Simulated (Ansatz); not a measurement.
A nudged elastic band was laid between two geometries of Cl4H4NOTa (11 atoms, charge 0, multiplicity 1).

Computed with Ansatz 0.2.0, RKS PBE/def2-SVP.

| Item | Value |
| --- | --- |
| movable images | 6 |
| climbing image | no |
| spring | 5.0 eV/Å² |
| optimiser | quadratic models (default) |
| start path | through a guess of the saddle point |
| force threshold | 0.03 eV/Å |
| iteration limit | 60 |
| end points | relaxed |

First end point:

```xyz
11
Properties=species:S:1:pos:R:3
Ta 0.108 0.014 0.193
O 1.856 -0.754 0.356
H 2.321 -1.177 1.099
Cl -0.028 -0.326 2.566
Cl 0.661 0.931 -1.905
Cl -1.815 1.404 0.404
Cl -1.032 -1.867 -0.526
N 1.172 2.012 0.898
H 1.281 2.017 1.923
H 0.598 2.829 0.648
H 2.102 2.137 0.473
```

Last end point:

```xyz
11
Properties=species:S:1:pos:R:3
Ta -0.069 0.553 0.365
O 2.156 -0.232 0.406
H 2.042 -1.167 0.113
Cl 0.125 0.041 2.683
Cl 0.469 1.172 -1.830
Cl -2.331 0.997 0.341
Cl -0.247 -1.787 -0.238
N 0.703 2.318 0.881
H 0.861 2.630 1.846
H 1.097 2.991 0.213
H 2.420 -0.297 1.348
```

(1) What changes between the two ends?

(2) What energy profile does the band end with?

(3) What is the geometry of the highest image?

Results:

(1) Bonds broken: N8–H11. Bonds formed: O2–H11.

(2) The run converged. The highest image is number 4 of 0 to 7, 96.7 kJ/mol above the first end and 17.2 kJ/mol above the last; the last end lies 79.5 kJ/mol above the first. No image climbed, so the highest image needn't sit at the top of the path. The orbitals stay closed-shell, which can raise the energy where a bond breaks towards radicals; this wasn't checked here.

```tsv
image	path coordinate (Å)	energy (kJ/mol)	N8–H11 (Å)	O2–H11 (Å)
0	0.00	0.0	1.03	2.90
1	0.68	0.7	1.03	2.70
2	1.37	13.3	1.03	2.17
3	2.05	87.8	1.17	1.49
4	2.74	96.7	1.94	1.00
5	3.42	87.6	2.46	0.98
6	4.11	82.5	2.83	0.98
7	4.79	79.5	3.16	0.98
```

(3) 
```xyz
11
Properties=species:S:1:pos:R:3
Ta -0.157 0.418 0.265
O 2.086 -0.330 0.363
H 2.218 -0.869 1.171
Cl -0.106 -0.271 2.538
Cl 0.454 1.197 -1.859
Cl -2.305 1.243 0.301
Cl -0.538 -1.777 -0.509
N 0.952 2.002 0.936
H 1.072 2.231 1.929
H 1.279 2.768 0.337
H 2.271 0.609 0.655
```

Time of the run: 3 min on 4 threads of Intel(R) Xeon(R) 6975P-C (Granite Rapids) (shared host), peak memory 0.28 GiB.
